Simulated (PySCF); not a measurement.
C₂H₅FSi, SMILES F/C=C\[SiH3] at its CAM-B3LYP/def2-SVP optimised geometry (Å):

```
9

F      2.0346     0.2346     0.0022
C      1.3092    -0.8832     0.0000
C     -0.0180    -0.8832     0.0000
Si    -1.1104     0.6335     0.0000
H      1.9468    -1.7737    -0.0017
H     -0.4798    -1.8754     0.0005
H     -0.3000     1.8754    -0.0702
H     -2.0346     0.5806    -1.1675
H     -1.9405     0.6563     1.2373
```

Level of theory: CAM-B3LYP/def2-TZVP in PySCF. Cells within 0.4 Å of a nucleus heavier than hydrogen are left out (blank, or x).

Map of the electron localisation function on the plane z = 0.0 Å:

```
|0000000000000000000000000000000|
|0000000000000000000000000000000|
|0000000000000000000000000000000|
|0000000000000121000000000000000|
|0000000000026898620000000000000|
|0000000000279999983000000000000|
|0000000000389999997000000000000|
|0000000000499999997000000000000|
|0000000001499999994000000000000|
|0000000001389999991000000000000|
|0000000111249999960002210000000|
|0000001221000599810046542100000|
|00000013304xx045200478875310000|
|0000002340xxx213100588x87520000|
|00000013412xx06620048xxx8631000|
|000000123100179842137xx88631000|
|0000000111148997564378776520000|
|00000000002688xx387xx5432100000|
|00000000001466xxx95xx4410000000|
|000000000014784x386xx9962000000|
|0000000000279998554599998300000|
|0000000001699999522699999820000|
|0000000002899999500599999940000|
|0000000002899999400399999820000|
|0000000001699998200179999500000|
|0000000000268985000027874000000|
|0000000000013431000001110000000|
|0000000000000000000000000000000|
|0000000000000000000000000000000|
|0000000000000000000000000000000|
|0000000000000000000000000000000|
```
Scale: ten equal steps from 0.000 (start of '0') to 1.000 (end of '9'), in the order '0123456789'; x runs from -4.50 to 4.50, y from -4.50 (bottom) to 4.50 (top).
